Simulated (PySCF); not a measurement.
## Correlation energy of Mo¹⁴⁺ (molybdenum, charge +14)

Starting occupation: [Ar] 3d10. Computed with PySCF 2.14 in an even-tempered Gaussian basis (20 s from 0.37 bohr⁻², ratio 2.6; 15 p from 0.48 bohr⁻², ratio 2.6; 10 d from 0.48 bohr⁻², ratio 2.6; 6 f from 0.49 bohr⁻², ratio 2.8), with X2C-1e with screened-nucleus spin-orbit coupling, Gaussian nucleus. Frozen: [Ar]; 10 electrons correlated; the 100 highest virtual spinors left out.

MP2 pair energies summed by pair of shells (mhartree):

```
       pair   energy  share (%)
3d3/2-3d5/2  -187.32       49.8
3d5/2-3d5/2  -131.87       35.1
3d3/2-3d3/2   -56.72       15.1
```

Total MP2 correlation energy: -375.90 mhartree.

The virtual space was cut to 70 spinors, which keep -369.40 of the -375.90 mhartree of MP2 correlation.

| level | correlation energy (mhartree) |
| --- | --- |
| CCSD | -360.55 |
| (T) | -0.92 |
| CCSD(T) | -361.47 |

Diagnostics: T1 = 0.00022, largest double amplitude 0.009.

Cost of the coupled-cluster step: 86 s of wall time on 1 thread of Neoverse-V1 (shared host), for 10 occupied and 70 virtual spinors.

At this charge the one-electron X2C treatment keeps the bare 1/r₁₂, with no two-electron picture change or Breit term. The effect here is smaller than on the frozen 1s shell.
